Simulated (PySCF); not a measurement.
**Where the electron goes**

CH10O2Si3.
Structure used (PBE0-D3(BJ)/def2-SVP), in Å, numbered top down from 1:
```xyz
16
CH10O2Si3 angstrom
C      0.5414    1.7355    1.7924
O      0.9688    0.8898    0.7571
Si     0.1443    0.6452   -0.6620
Si     1.5409   -0.7393   -1.9301
O     -1.3222   -0.0831   -0.3783
Si    -1.9842   -1.4790    0.2316
H      1.3630    1.8566    2.5140
H     -0.3277    1.3149    2.3282
H      0.2619    2.7382    1.4193
H     -0.1764    1.9589   -1.2966
H      1.8351   -1.9924   -1.1686
H      2.8288   -0.0425   -2.2314
H      0.8765   -1.1092   -3.2185
H     -1.2128   -2.6678   -0.2454
H     -3.3934   -1.5763   -0.2405
H     -1.9608   -1.4518    1.7248
```

Computed with TDDFT PBE0/def2-SVPD, vertical, gas phase, core orbitals frozen in the response (PySCF 2.14.0, density-fitted response routines).

Frontier orbitals with the atoms that hold most of them (Löwdin shares over 4%, at most four atoms; ? is withheld):

| orbital | ε (eV) | atoms |
| --- | --- | --- |
| LUMO+2 | 0.47 | Si4 26%, Si6 16%, Si3 12%, H11 8% |
| LUMO+1 | 0.13 | Si4 26%, Si3 25%, H10 8%, H11 7% |
| LUMO | -0.31 | Si6 20%, Si3 16%, Si4 16%, O5 10% |
| HOMO | ? | ? |
| HOMO-1 | -8.47 | ? |
| HOMO-2 | -8.83 | O2 30%, O5 19%, Si6 11%, H16 9% |
| HOMO-3 | -9.43 | Si6 28%, H15 19%, H14 16%, O5 15% |

Question: Which atoms hold the HOMO-1, and with what shares?

Answer: O2 (bonded to C and Si) 52%; C1 (bonded to O and 3 H) 14%; O5 (bonded to 2 Si) 9%; H8 (bonded to C) 8%. By element: oxygen 62%, carbon 14%, hydrogen 8% or more.

Question: Give the leading atoms of the HOMO.

Answer: Si4 (bonded to Si and 3 H) 25%; Si3 (bonded to 2 O, Si and H) 23%; O5 (bonded to 2 Si) 16%; H10 (bonded to Si) 11%. By element: silicon 48% or more, oxygen 16% or more, hydrogen 11% or more.

Question: What is the HOMO energy, and the HOMO–LUMO gap?

Answer: ε(HOMO) = -7.91 eV; the gap is 7.60 eV (0.2794 hartree).

Question: How does S1 compare with the orbital gap of 7.60 eV?

Answer: S1 is at 6.42 eV (f = 0.011), 1.18 eV below the gap, made of HOMO→LUMO (97%). Without the coupling terms of the response equations the lowest excitation would equal the gap.

Question: Give energy, strength and leading configuration of S1, S2, S3 and S4, and follow the Löwdin shares of the leading atoms from the occupied to the empty orbital.

Answer: 
- S1 (6.42 eV, f 0.011), HOMO→LUMO (97%): Si4 25% → 16%, Si3 23% → 16%, Si6 at most 12% → 20%
- S2 (6.79 eV, f 0.026), HOMO→LUMO+1 (95%): Si4 25% → 26%, Si3 23% → 25%
- S3 (7.04 eV, f 0.0096), HOMO-1→LUMO (88%): O2 52% → at most 10%, C1 14% → at most 10%, Si6 at most 8% → 20%, Si3 at most 8% → 16%
- S4 (7.26 eV, f 0.0040), HOMO-2→LUMO (74%): O2 30% → at most 10%, O5 19% → 10%, Si6 11% → 20%, Si3 at most 10% → 16%

Löwdin shares depend on the basis, the more so with diffuse functions.

The run took 7.8 min on an Arm Neoverse N1 with one thread, no GPU, shared host, and the process peaked at 0.93 GiB of memory.

One conformer stands for the species.
